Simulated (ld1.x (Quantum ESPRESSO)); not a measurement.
# Before and after: RRKJ potential for Ni

```
Element                 : nickel (Ni)
Generator               : ld1.x (Quantum ESPRESSO) 7.5
Type                    : norm-conserving RRKJ (Kleinman–Bylander form)
Functional              : PBEsol
Relativity              : scalar-relativistic
Frozen core             : [Ne] 3s2
Valence charge          : 16
Reference configuration : 3p6 3d8 4s1.75 4p0 (charge +0.25)
Partial waves           : 4s (bound): rc 1.80 bohr; 3p (bound): rc 0.90 bohr; 3d (bound): rc 0.75 bohr
Local potential         : all-electron potential smoothed inside 1.30 bohr (lloc = -1)
Core correction         : a·sin(br)/r model core, default radius (core density twice the valence density)
rho0                    : 0.02
```

Change: local potential all-electron potential smoothed inside 2.00 bohr (lloc = -1).

Cutoffs: the cutoffs (Ry, on a coarse ladder) from which the occupation-weighted sum of valence levels, in a spherical-Bessel basis at the reference potential, stays within 10 and 1 mRy of its value at 400 Ry; they do not see the model core or the augmentation charge, which bear on the density cutoff. Errors are all-electron minus pseudo energies relative to the spin-unpolarised reference configuration.

Predict the effect on cutoff, ghosts and configuration errors.

The potential gets neither clearly harder nor softer (300 Ry and 300 Ry → 300 Ry and 300 Ry); the bound ghost in s disappears; of the 7 tests that both files solve, the error grows in 3 and shrinks in 1 by more than 15 % and 0.3 meV (median size 33.8 → 36.0 meV). In the separable form a ghost depends on how the local part lies against the semilocal potential of the channel, so the choice of the local part can create or remove one.

```csv
quantity,base,changed
"cutoff, loose",300 Ry,300 Ry
"cutoff, tight",300 Ry,300 Ry
loose cutoff by channel (10 mRy a level),"s 30 Ry, p 120 Ry, d 230 Ry","s 30 Ry, p 140 Ry, d 230 Ry"
bound ghosts,s,none
"error for 3p6 3d8 4s2 4p0, meV [ΔE -1.64 eV]",-0.1,0.0
"error for 3p6 3d8 4s1 4p0, meV [ΔE 7.70 eV]",-5.0,-3.7
"error for 3p6 3d8 4s0 4p0, meV [ΔE 24.96 eV]",-34,-36
"error for 3p6 3d8 4s1.5 4p0, meV [ΔE 2.09 eV]",-0.6,-0.4
"error for 3p6 3d6 4s0 4p0, meV [ΔE 119.92 eV]",-35,-477
"error for 3p6 3d8 4s1 4p1, meV [ΔE 2.99 eV]",-34,-265
"error for 3p6 3d7 4s2 4p1, meV [ΔE 8.94 eV]",-148,-489
```

 A true bound ghost makes a file unfit for plane-wave use even where its test errors are small: the radial tests pick states by their node count and pass the ghost by.
